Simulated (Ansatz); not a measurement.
Ideal-gas functions of CH₄AlClFSb (`[F][Al]([SbH2])[CH2]Cl`) at 500 K and 1 bar, from an Ansatz frequency run at PBE0-D4/def2-TZVP.

Molar mass 219.24 g/mol, point group C1 (symmetry number 1), electronic degeneracy 1, moments of inertia 181.12, 722.947, 828.093 u Å². Harmonic wavenumbers (cm⁻¹, unscaled): 61, 76, 98, 129, 156, 190, 293, 441, 480, 595, 631, 673, 827, 839, 1054, 1103, 1414, 1956, 1963, 3122, 3205.

Use S(trans) = R[1.5 ln M + 2.5 ln T − 1.1517]; rotational temperatures θ = 24.2544 K / I; S(rot) = R[ln(√π/σ · √(T³/θAθBθC)) + 1.5]; for each mode x = 1.438777 ν̃/T, S = R[x/(eˣ − 1) − ln(1 − e⁻ˣ)] and H = RT x/(eˣ − 1); 1 cm⁻¹ = 0.0119627 kJ/mol; R = 8.31446 J/(mol·K).

Task: By hand: the entropy, in J/(mol·K).

Result: Translation 186.8. Rotation: θ = 0.1339, 0.0335, 0.0293 K, giving 131.9. Vibration, mode by mode: 22.79, 20.97, 18.87, 16.60, 15.04, 13.44, 9.98, 6.87, 6.26, 4.79, 4.41, 4.01, 2.83, 2.75, 1.69, 1.51, 0.73, 0.20, 0.20, 0.01, 0.01, in all 153.9. Electronic 0.0. Sum 472.6 J/(mol·K).

Task: By hand: H − E and G − E in kJ/mol, counted from the electronic energy.

Result: Zero-point energy ½ × 19306 × 0.0119627 = 115.5; thermal vibration 35.7; translation, rotation and pV give 4 RT = 16.6. H − E = 167.8 kJ/mol, and G − E = 167.8 − 500 × 472.6/1000 = -68.5 kJ/mol.

Vibration gives 33 % of the entropy, 79.2 J/(mol·K) of it from the modes under 150 cm⁻¹: soft modes count most, and the harmonic formula is weakest for them. The sum counts one conformer and one mirror image; others add a mixing term.
